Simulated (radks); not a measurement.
Neutral hafnium inside a hard spherical wall (all orbitals vanish at R), configuration held at [Xe] 4f14 5d2 6s2 and not refilled when levels cross. Calculated with a radial shooting solver on a logarithmic mesh with Libxc functionals: scalar-relativistic Kohn-Sham, LDA (Slater exchange, Perdew-Wang correlation), spin-polarised, spherical densities, point nucleus; open shells are filled with parallel spins first (spin-orbit coupling, left out, can overturn this in heavy ions). Eigenvalues in eV for spin up, with the zero of energy where the potential of the charges vanishes at infinity; a dash marks a level that is unbound or too diffuse for the functional's potential to be trusted. A positive occupied level is held by the wall or, in an anion where self-interaction has pushed it up, behind a barrier. The pressure on the wall is -dE/dV.

R (bohr)  E (hartree)  kinetic (hartree)    e(5p)    e(4f)   e(6s)   e(5d)  e(6p, empty)  e(7s, empty)  pressure (GPa)
free      -15069.2178          16509.261  -35.961  -16.974  -5.553  -3.232        -1.603        -0.097               0
20        -15069.2178          16509.261  -35.961  -16.974  -5.553  -3.232        -1.603        -0.011        < 0.0001
12        -15069.2178          16509.262  -35.950  -16.963  -5.546  -3.223        -1.566         0.751         0.00160
10        -15069.2170          16509.269  -35.892  -16.904  -5.503  -3.172        -1.444         1.743          0.0219
7         -15069.1945          16509.422  -35.068  -16.053  -4.821  -2.448        -0.123         7.537            1.23
4         -15068.5079          16512.212  -28.087   -8.410   5.656   4.979        15.697        52.329             130
3.5       -15067.8527          16514.649  -24.608   -4.368  13.733   9.476        26.854        79.425             358
2.5       -15062.6049          16533.874   -6.602   16.073  65.550  34.318        91.319        218.46            4550
2         -15051.0997          16573.320   23.073   45.053  154.31  74.195        192.63        417.40           23500
1.5       -15006.8963          16712.101   119.23   117.35  416.71  194.45        476.78        937.59          180000
